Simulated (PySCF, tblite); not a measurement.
Species: C6H12OSi2.
Z-matrix (Å and degrees, GFN2-xTB geometry), rows numbered from 1:
```
C 
C   1  1.5279
C   2  1.4867  1  110.75
C   3  1.3475  2  129.45  1   115.01
Si  4  1.8755  3  132.43  2     1.24
C   5  1.9158  4  109.60  3   -15.72
O   6  1.2068  5  124.39  4   117.52
C   4  1.5202  3  104.30  2  -179.27
Si  3  1.8968  2  135.86  1   -62.96
H   1  1.0882  2  110.21  3    58.64
H   1  1.0873  2  110.60  3   178.97
H   1  1.0878  2  110.21  3   -60.93
H   2  1.0948  1  109.83  3   121.51
H   2  1.0940  1  109.03  3  -120.38
H   5  1.4708  4  108.97  3  -130.74
H   5  1.4634  4  112.08  3   105.14
H   6  1.1146  5  117.03  4   -63.97
H   8  1.0887  4  112.71  3  -118.42
H   8  1.0887  4  112.77  3   119.91
H   9  1.4618  3  117.37  2   -69.07
H   9  1.4625  3  117.50  2    67.93
```

Computed with PBE0/pcSseg-1 in PySCF (dipole) on a GFN2-xTB geometry, gas phase.

Take the most abundant isotopes and a rigid rotor. The values belong to one conformer with, in the numbering `[CH3:1][CH2:2][C:3]1=[C:4]([SiH2:5][CH:6]=[O:7])[CH2:8][SiH2:9]1`, C1–C2–C3–C4 115°, C3–C4–Si5–C6 -16°, C4–Si5–C6–O7 118°.

Task: Give the principal moments of inertia and the rotational constants in GHz.

Result: Ia = 310.44, Ib = 647.70, Ic = 899.92 u·Å²; 505379 MHz·u·Å²/I gives 1628, 780.3 and 561.6 MHz, that is A = 1.6279, B = 0.7803, C = 0.5616 GHz.

Task: What kind of rotor is it?

Result: An asymmetric top: κ = (2 × 780.3 − 1628 − 561.6)/(1628 − 561.6) = -0.59.

Task: Is it planar, by Δ = Ic − Ia − Ib?

Result: Not planar: Δ = Ic − Ia − Ib = -58.22 u·Å². For a rigid frame Δ = −2 Σ m c², so Σ m c² = 29.11 u·Å² lies off the ab plane: 14.72 from hydrogen and 14.39 from heavier atoms. The atom farthest from that plane is 1.57 Å away.

Task: Give the other two planar moments, Paa and Pbb, and the rms extents of the mass along the axes.

Result: Paa = Σ m a² = (Ib + Ic − Ia)/2 = 618.59 and Pbb = Σ m b² = (Ia + Ic − Ib)/2 = 281.33 u·Å². With the mass M = 156.04 u, the rms extents √(P/M) along a, b and c are 1.99, 1.34, 0.43 Å.

Task: Give the coordinates in the principal-axis frame, origin at the centre of mass.

Result: The sense of each axis is arbitrary; atoms in the order of the calculation.
```csv
atom,mass (u),a (Å),b (Å),c (Å)
C1,12.000,-0.629,-2.719,0.612
C2,12.000,-0.276,-1.731,-0.499
C3,12.000,-0.917,-0.412,-0.254
C4,12.000,-0.348,0.782,0.006
Si5,27.977,1.442,1.327,0.143
C6,12.000,2.569,-0.211,0.333
O7,15.995,3.422,-0.532,-0.458
C8,12.000,-1.523,1.730,0.178
Si9,27.977,-2.696,0.237,-0.133
H10,1.008,-1.709,-2.844,0.674
H11,1.008,-0.175,-3.688,0.421
H12,1.008,-0.271,-2.350,1.571
H13,1.008,0.810,-1.611,-0.558
H14,1.008,-0.624,-2.130,-1.456
H15,1.008,1.613,2.096,1.385
H16,1.008,1.877,2.088,-1.028
H17,1.008,2.434,-0.828,1.251
H18,1.008,-1.528,2.532,-0.558
H19,1.008,-1.550,2.194,1.162
H20,1.008,-3.487,0.260,-1.362
H21,1.008,-3.498,-0.202,1.008
```

Task: Which types of transition are allowed, and where do some lines up to J = 4 fall?

Result: The dipole components are |μa| = 2.56 D, |μb| = 0.30 D, |μc| = 1.14 D. Intensities carry the squares of the components, which stand as 1.00 : 0.01 : 0.20 (a : b : c). Some lines, for components of 0.1 D or more:

```csv
type,branch,"J(Ka,Kc)",MHz,lower level (cm⁻¹)
a,Q,"2(1,1) ← 2(1,2)",656,0.155
b,R,"3(1,2) ← 2(2,1)",1785,0.262
b,R,"1(1,1) ← 0(0,0)",2190,0.000
c,Q,"3(2,2) ← 3(1,2)",2241,0.322
c,R,"1(1,0) ← 0(0,0)",2408,0.000
b,Q,"3(2,1) ← 3(1,2)",2420,0.322
a,R,"2(1,2) ← 1(1,1)",2465,0.073
b,R,"3(0,3) ← 2(1,2)",3218,0.155
a,R,"3(2,2) ← 2(2,1)",4026,0.262
b,Q,"3(3,1) ← 3(2,2)",4807,0.396
b,R,"4(1,4) ← 3(0,3)",5325,0.263
a,R,"4(2,3) ← 3(2,2)",5338,0.396
c,R,"3(1,2) ← 2(0,2)",5650,0.133
b,R,"2(2,0) ← 1(1,1)",5701,0.073
b,R,"3(2,2) ← 2(1,1)",6569,0.177
c,R,"4(1,3) ← 3(0,3)",7484,0.263
b,R,"4(2,3) ← 3(1,2)",7579,0.322
c,R,"4(2,2) ← 3(1,2)",8078,0.322
c,R,"3(3,1) ← 2(2,1)",8832,0.262
c,R,"4(3,1) ← 3(2,1)",10086,0.402
```

Its GFN2-xTB frequencies are all real (lowest 22 cm⁻¹). Zero-point vibration and centrifugal distortion are left out. A rigid rotor knows nothing of internal rotation, which can split or shift real lines.
